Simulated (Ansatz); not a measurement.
Cartesian coordinates in Å:
```
C 0.6817 0.4553 1.7911
C 0.2921 -0.0748 0.4557
O 0.8991 -1.2547 0.2241
C -0.5492 0.5318 -0.4082
Ga -1.0210 -0.1941 -2.1204
H 1.7670 0.5776 1.8406
H 0.4046 -0.2599 2.5703
H 0.2012 1.4106 1.9906
H 0.6331 -1.5826 -0.6477
H -0.9561 1.4795 -0.0723
H -1.9930 0.4976 -3.1274
H -0.3594 -1.5861 -2.4964
```

The species carries charge 0 and has multiplicity 1.

(1) List the B3LYP/def2-TZVPP orbital energies in eV (Ansatz). (Estimate.)

Answers

(1) Ansatz gave: Occupied: -10137.48, -1249.28, -1106.53, -1106.42, -1106.40, -521.49, -279.00, -276.94, -276.21, -149.30, -102.76, -102.48, -102.44, -29.32, -22.58, -22.42, -22.40, -22.36, -22.29, -21.36, -18.91, -16.48, -13.23, -12.93, -12.24, -11.56, -11.12, -10.29, -10.17, -8.38, -7.99, -6.67. Lowest empty: -1.87, 0.70, 0.87, 0.92, 1.75, 2.21, 2.22, 3.07.

B3LYP here is the variant with VWN-RPA as its local correlation; programs differ in this.
